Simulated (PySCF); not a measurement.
## Spinor energies of Nb⁺ (niobium, charge +1)

Start: [Kr] 4d4; 4d5/2 filled at m_j = -1/2, +1/2, +3/2, +5/2. Calculated with PySCF 2.14 in x2c-SVPall-2c with one added diffuse shell each of s, p, d type (7s9p7d1f, 76 functions): generalised Hartree-Fock with the X2C-1e Hamiltonian and a Gaussian nucleus; one run each with spin-orbit coupling (SO) switched off, then screened by Boettger's factors. This is a chosen level, not necessarily the ground level.

```tsv
spinor shell	electrons	ε, spin-free (eV)	ε, screened SO (eV)	weight of nominal j (screened SO)	rms radius, screened SO (bohr)
1s1/2	2	-19090.0	-19089.2	1.000	0.0415
2s1/2	2	-2747.7	-2747.5	1.000	0.171
2p1/2	2	-2448.5	-2514.7	1.000	0.149
2p3/2	4	-2448.5	-2417.4	1.000	0.154
3s1/2	2	-494.90	-494.87	1.000	0.471
3p1/2	2	-394.12	-405.29	1.000	0.471
3p3/2	4	-394.12	-388.87	1.000	0.482
3d3/2	4	-229.24	-231.01	0.980	0.472
3d5/2	6	-229.24	-228.05	0.987	0.475
4s1/2	2	-78.627	-78.638	1.000	1.24
4p1/2	2	-49.545	-52.633	0.686	1.41
4p3/2	4	-49.545	-48.071	0.843	1.41
4d5/2	4	-14.522	-14.513	0.676	2.21
```

```csv
quantity,spin-free,screened SO
E (hartree),-3816.47876,-3816.86634
M_J,4,4
⟨J²⟩,20.040,20.034
⟨L²⟩,6.037,6.066
⟨S²⟩,6.003,5.997
```

Each row is a mean over spinors that exchange with the open shell spreads, by up to 7.102 eV (4p3/2).

Rows whose weight is well below 1 are mixtures of j = l ± 1/2: exchange outweighs spin-orbit coupling there, and the label is only the starting occupation.

Breit and QED terms are absent; they matter most for the inner s and p1/2 levels.

Densities and radii are taken from the X2C orbitals without a picture-change correction, which distorts them close to the nucleus.

Without spin-orbit coupling the j labels of p, d and f shells carry no meaning; the spin-free column gives the mean over the occupied spinors of each nl shell.
